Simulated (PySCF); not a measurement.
**Eu²⁺: excitation energy**

Eu²⁺ [Xe] 4f7 (8S) → Eu²⁺ [Xe] 4f6 5d1 (high-spin determinant), as a difference of total energies. Computed with PySCF 2.14 in cc-pVDZ-X2C (8s7p5d3f1g, 84 functions), with the spin-free X2C one-electron Hamiltonian (Gaussian nucleus). Correlated levels: valence: [Kr] 4d10 frozen; valence and next inner shell: [Ar] 3d10 frozen. The calculations carry no spin-orbit coupling.

| method | excitation energy (cm⁻¹) |
| --- | --- |
| UHF | 26056 |
| LDA | 44867 |
| PBE | 42123 |
| PBE0 | 38753 |
| r2SCAN | 39706 |
| MP2 (valence) | 38868 |
| SCS-MP2 (valence) | 32523 |
| MP2 (valence and next inner shell) | 40025 |
| SCS-MP2 (valence and next inner shell) | 33443 |

A first-order spin-orbit estimate (lowest level to lowest level, LS coupling) adds -0.515 eV.

The determinant of the upper state mixes LS terms, which raises its energy above the lowest term, most at the Hartree-Fock and MP2 levels.
